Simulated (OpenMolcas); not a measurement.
## Ce2+: moving or changing the point charges

Ce2+ among 6 point charges of -1.5 e arranged as a trigonal antiprism (D3d), 2.61 Å from the ion, with a polar angle of 50.4° against the regular 54.74°.

- Program: OpenMolcas
- Method: CASSCF
- Basis: ANO-RCC-VDZP [7s6p4d2f1g]
- Scalar Hamiltonian: DKH2, point nucleus
- Active space: 2 electrons in 7 orbitals (4f)
- State averaging: 2S+1 = 3 even, 21 roots; 2S+1 = 1 even, 27 roots kept (CI in the orbitals of an earlier block)
- Spin-orbit coupling: RASSI with atomic mean-field integrals over the reference wave functions

Runs around this geometry, states (labels of D3, the rotations of D3d). Energies in cm-1 above the lowest state or level, χT in cm3 K/mol.

| R (Å) | q (e) | Ground state | First state of that spin | First gap with spin-orbit (degeneracies) | Width of lowest J | χT at 300 K |
| --- | --- | --- | --- | --- | --- | --- |
| 2.61 | -0.75 | 3E | 3E 98.9 | 45.6 (1, 2) | 619 | 1.575 |
| 2.61 | -1.5 | 3E | 3E 53.5 | 21.4 (2, 1) | 1219 | 1.357 |
| 2.79 | -1.5 | 3E | 3E 71.0 | 0.4 (1, 2) | 870 | 1.523 |
| 3.06 | -1.5 | 3E | 3E 24.6 | 29.6 (2, 1) | 659 | 1.579 |

Taking the width of the lowest J multiplet as R^-n, n = -ln(659 / 1219) / ln(3.06 / 2.61) = 3.9 between the shortest and longest distance.

Scaling the charges by -0.75 / -1.5 = 0.50 scales the width of the lowest J multiplet by 619 / 1219 = 0.51; with fixed orbitals a first-order splitting would follow the charge.

This is an electrostatic model: the charges have no orbitals. An unlabelled pair can be two single states that coincide in this model. No measured value stands beside these numbers.
